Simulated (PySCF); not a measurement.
**Correlation energy of Se³⁺ (selenium, charge +3)**

[Ar] 3d10 4s2 4p1, 2P determinant. All numbers are calculated (PySCF 2.14, the spin-free X2C one-electron Hamiltonian (Gaussian nucleus), in x2c-TZVPall (6s5p4d1f, 48 functions)). Frozen: [Ar] 3d10; 3 electrons correlated.

MP2 pair energies summed by pair of shells (mhartree):

| pair | energy | share (%) |
| --- | --- | --- |
| 4s-4s | -23.34 | 55.1 |
| 4s-4p | -19.02 | 44.9 |

Total MP2 correlation energy: -42.37 mhartree.

Same-spin part -2.72 and opposite-spin part -39.65 mhartree; SCS-MP2 scales them by 1/3 and 6/5 to -48.48 mhartree.

| level | correlation energy (mhartree) |
| --- | --- |
| CCSD | -56.80 |
| (T) | -0.67 |
| CCSD(T) | -57.47 |

Diagnostics: T1 = 0.0074, D1 = 0.0171, largest double amplitude 0.094.

Cost of the coupled-cluster step: 0.48 s of wall time on 1 thread of Neoverse-V1 (shared host), for 3 correlated electrons.

Iterations:

```
CC2 = 0
CCSD nocc = (np.int64(2), np.int64(1)), nmo = (34, 34)
frozen orbitals [[0, 1, 2, 3, 4, 5, 6, 7, 8, 9, 10, 11, 12, 13], [0, 1, 2, 3, 4, 5, 6, 7, 8, 9, 10, 11, 12, 13]]
max_cycle = 100
direct = 0
conv_tol = 1e-08
conv_tol_normt = 1e-06
diis_space = 8
diis_start_cycle = 0
Init t2, MP2 energy = -0.0423658313121029
Init E_corr(UCCSD) = -0.0423658313129413
cycle = 1  E_corr(UCCSD) = -0.0520680738602792  dE = -0.00970224255  norm(t1,t2) = 0.0399322
cycle = 2  E_corr(UCCSD) = -0.0550284698554983  dE = -0.002960396  norm(t1,t2) = 0.0152493
cycle = 3  E_corr(UCCSD) = -0.0568098048237261  dE = -0.00178133497  norm(t1,t2) = 0.00634922
cycle = 4  E_corr(UCCSD) = -0.0567938062808789  dE = 1.59985428e-05  norm(t1,t2) = 0.000595983
cycle = 5  E_corr(UCCSD) = -0.0567997272367143  dE = -5.92095584e-06  norm(t1,t2) = 5.64534e-05
cycle = 6  E_corr(UCCSD) = -0.056798495491548  dE = 1.23174517e-06  norm(t1,t2) = 7.22031e-06
cycle = 7  E_corr(UCCSD) = -0.0567989504129752  dE = -4.54921427e-07  norm(t1,t2) = 1.57694e-06
cycle = 8  E_corr(UCCSD) = -0.0567988219975824  dE = 1.28415393e-07  norm(t1,t2) = 4.03902e-07
cycle = 9  E_corr(UCCSD) = -0.0567988252399146  dE = -3.24233222e-09  norm(t1,t2) = 4.73431e-08
UCCSD converged
E(UCCSD) = -2425.904113799964  E_corr = -0.05679882523991459
UCCSD(T) correction = -0.000671332225112058
```
